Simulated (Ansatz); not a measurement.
In(NCO)(OH)2 (CH2InNO3), SMILES [OH][In]([N]=C=O)[OH].

The structure is a stationary point at B3LYP-D3(BJ)/def2-SVP. The structure was generated by enumeration; whether it is a known compound was not checked. The def2 effective core potentials stand for the cores of In; spin–orbit coupling is left out. One conformer was computed; it need not be the lowest.

Two levels are set side by side: PBE/def2-SVPD (Ansatz, a quantum-chemistry and plane-wave program) and CAM-B3LYP/def2-SVPD (Ansatz). Energy differences of separate SCF runs at the same geometry; the states with an electron removed or added have multiplicity 2 and 2. Differences are taken from unrounded values.

```json
[
 {"quantity": "vertical ionisation energy (eV)", "CAM-B3LYP": "11.05", "PBE": "10.18", "PBE minus CAM-B3LYP": "-0.87"},
 {"quantity": "vertical electron affinity (eV)", "CAM-B3LYP": "0.92", "PBE": "1.01", "PBE minus CAM-B3LYP": "0.09"},
 {"quantity": "vertical singlet–triplet gap (eV)", "CAM-B3LYP": "5.07", "PBE": "3.97", "PBE minus CAM-B3LYP": "-1.10"}
]
```
